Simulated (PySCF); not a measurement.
## Dipole polarisabilities along group 11, charge +2

Calculated with PySCF 2.14 for the ground configurations, without spin-orbit coupling: coupled response for Hartree-Fock and DFT. Mean α in bohr³, C₆ of like pairs in atomic units.

| species | α UHF | α PBE | α PBE0 | C₆ UHF | C₆ PBE | C₆ PBE0 |
| --- | --- | --- | --- | --- | --- | --- |
| Cu(2+) [Ar] 3d9 (aug-cc-pwCVTZ-PP with ECP10MDF, ECP) | 2.388 | 3.002 | 2.789 | 6.313 | 8.066 | 7.464 |
| Ag(2+) [Kr] 4d9 (aug-cc-pwCVTZ-PP with ECP28MDF, ECP) | 5.438 | 6.250 | 5.975 | 27.62 | 32.43 | 30.82 |
| Au(2+) [Xe] 4f14 5d9 (aug-cc-pwCVTZ-PP with ECP60MDF, ECP) | 8.053 | 8.987 | 8.663 | 51.76 | 58.77 | 56.39 |
